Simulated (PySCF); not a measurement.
H2BF (SMILES BF), singlet, geometry from GFN2-xTB; BLYP/6-31G*, TDA triplets run with PySCF.

PySCF was given this input:
```python
from pyscf import gto, scf, dft, tdscf

mol = gto.M(
    atom='''
B    -0.112233   -0.350873   -0.555825
H    -1.210723   -0.378833   -0.962597
H     0.804931   -0.889787   -1.047054
F     0.107440    0.335887    0.532086
''',
    basis='6-31g*',
    charge=0,
    spin=0,
    verbose=4,
)

mf = dft.RKS(mol)
mf.xc = 'blyp'
mf.kernel()
td = mf.TDA()
td.nstates = 5
td.singlet = False
td.kernel()
td.analyze()
```

What the program printed (banner, timings and long lists left out):

```
PySCF version 2.14.0

[INPUT] verbose = 4
[INPUT] num. atoms = 4
[INPUT] num. electrons = 16
[INPUT] charge = 0
[INPUT] spin (= nelec alpha-beta = 2S) = 0
[INPUT] symmetry False subgroup None
[INPUT] Mole.unit = angstrom
[INPUT] Symbol           X                Y                Z      unit          X                Y                Z       unit  Magmom
[INPUT]  1 B     -0.112233000000  -0.350873000000  -0.555825000000 AA   -0.212089632138  -0.663053874505  -1.050357023186 Bohr   0.0
[INPUT]  2 H     -1.210723000000  -0.378833000000  -0.962597000000 AA   -2.287934882712  -0.715890616947  -1.819044698328 Bohr   0.0
[INPUT]  3 H      0.804931000000  -0.889787000000  -1.047054000000 AA    1.521099139172  -1.681453739198  -1.978645297630 Bohr   0.0
[INPUT]  4 F      0.107440000000   0.335887000000   0.532086000000 AA    0.203032174823   0.634734438802   1.005496814715 Bohr   0.0

nuclear repulsion = 27.5147553151268
number of shells = 16
number of NR pGTOs = 62
number of NR cGTOs = 32
basis = 6-31g*
ecp = {}

******** <class 'pyscf.dft.rks.RKS'> ********
method = RKS
initial guess = minao
damping factor = 0
level_shift factor = 0
DIIS = <class 'pyscf.scf.diis.CDIIS'>
diis_start_cycle = 1
diis_space = 8
diis_damp = 0
SCF conv_tol = 1e-09
SCF conv_tol_grad = None
SCF max_cycles = 50
direct_scf = True
direct_scf_tol = 1e-13
XC library pyscf.dft.libxc version 7.1.2
    S. Lehtola, C. Steigemann, M. J. T. Oliveira, and M. A. L. Marques,  SoftwareX 7, 1–5 (2018)
XC functionals = blyp
    A. D. Becke,  Phys. Rev. A 38, 3098 (1988)
    C. Lee, W. Yang, and R. G. Parr,  Phys. Rev. B 37, 785 (1988)
    B. Miehlich, A. Savin, H. Stoll, and H. Preuss,  Chem. Phys. Lett. 157, 200 (1989)
radial grids:
    Treutler-Ahlrichs [JCP 102, 346 (1995); DOI:10.1063/1.469408] (M4) radial grids

becke partition: Becke, JCP 88, 2547 (1988); DOI:10.1063/1.454033
pruning grids: <function nwchem_prune>
grids dens level: 3
symmetrized grids: False
atomic radii adjust function: <function treutler_atomic_radii_adjust>
small_rho_cutoff = 0
Set gradient conv threshold to 3.16228e-05
Initial guess from minao.
tot grids = 47928
init E= -125.867846946291
  HOMO = -0.35201340907912  LUMO = -0.101804416484963  gap/eV = 6.80853
cycle= 1 E= -125.850141247271  delta_E= 0.0177  |g|= 0.481  |ddm|= 1.71
  HOMO = -0.192093403038012  LUMO = -0.0213875963214956  gap/eV = 4.64514
cycle= 2 E= -125.69846767835  delta_E= 0.152  |g|= 1.08  |ddm|= 1.15
  HOMO = -0.258482725864827  LUMO = -0.0439429633421455  gap/eV = 5.83792
cycle= 3 E= -125.887507141345  delta_E= -0.189  |g|= 0.0658  |ddm|= 0.844
  HOMO = -0.272264864995251  LUMO = -0.0569799555764035  gap/eV = 5.85820
cycle= 4 E= -125.888734785722  delta_E= -0.00123  |g|= 0.0151  |ddm|= 0.0764
  HOMO = -0.27044509850367  LUMO = -0.0539964030837119  gap/eV = 5.88987
cycle= 5 E= -125.888796797208  delta_E= -6.2e-05  |g|= 0.00337  |ddm|= 0.0179
  HOMO = -0.270482359720112  LUMO = -0.0542732270606754  gap/eV = 5.88335
cycle= 6 E= -125.88879952108  delta_E= -2.72e-06  |g|= 0.000304  |ddm|= 0.00427
  HOMO = -0.270496428393254  LUMO = -0.0542851824796267  gap/eV = 5.88341
cycle= 7 E= -125.888799537934  delta_E= -1.69e-08  |g|= 2.34e-05  |ddm|= 0.00024
  HOMO = -0.270499783837594  LUMO = -0.0542858523907355  gap/eV = 5.88348
cycle= 8 E= -125.888799538048  delta_E= -1.14e-10  |g|= 1.61e-06  |ddm|= 2.08e-05
  HOMO = -0.270499840476613  LUMO = -0.0542861182079664  gap/eV = 5.88348
Extra cycle  E= -125.888799538049  delta_E= -3.13e-13  |g|= 8.2e-07  |ddm|= 2.83e-06
converged SCF energy = -125.888799538049

******** <class 'pyscf.tdscf.rks.TDA'> for <class 'pyscf.dft.rks.RKS'> ********
nstates = 5 triplet
deg_eia_thresh = 1.000e-03
wfnsym = None
conv_tol = 1e-05
eigh lindep = 1e-12
eigh level_shift = 0
eigh max_cycle = 100

Excitation energies (eV)
[ 5.48581318  8.3777487   8.53566729  9.28444604 10.29169773]

** Triplet excitation energies and oscillator strengths **
Excited State   1:      5.48581 eV    226.01 nm  f=0.0000
       8 -> 9         0.70621
Excited State   2:      8.37775 eV    147.99 nm  f=0.0000
       7 -> 9         0.70342
Excited State   3:      8.53567 eV    145.25 nm  f=0.0000
       6 -> 9        -0.70609
Excited State   4:      9.28445 eV    133.54 nm  f=0.0000
       5 -> 9        -0.70588
Excited State   5:     10.29170 eV    120.47 nm  f=0.0000
       8 -> 10       -0.68047
       8 -> 11        0.18830

** Transition electric dipole moments (AU) **
state          X           Y           Z        Dip. S.      Osc.
  1         0.0000      0.0000      0.0000      0.0000      0.0000
  2         0.0000      0.0000      0.0000      0.0000      0.0000
  3         0.0000      0.0000      0.0000      0.0000      0.0000
  4         0.0000      0.0000      0.0000      0.0000      0.0000
  5         0.0000      0.0000      0.0000      0.0000      0.0000

** Transition velocity dipole moments (imaginary part, AU) **
state          X           Y           Z        Dip. S.      Osc.
  1        -0.0000     -0.0000     -0.0000      0.0000      0.0000
  2        -0.0000     -0.0000     -0.0000      0.0000      0.0000
  3        -0.0000     -0.0000     -0.0000      0.0000      0.0000
  4        -0.0000     -0.0000     -0.0000      0.0000      0.0000
  5        -0.0000     -0.0000     -0.0000      0.0000      0.0000

** Transition magnetic dipole moments (imaginary part, AU) **
state          X           Y           Z
  1        -0.0000     -0.0000     -0.0000
  2        -0.0000     -0.0000     -0.0000
  3        -0.0000     -0.0000     -0.0000
  4        -0.0000     -0.0000     -0.0000
  5        -0.0000     -0.0000     -0.0000
```
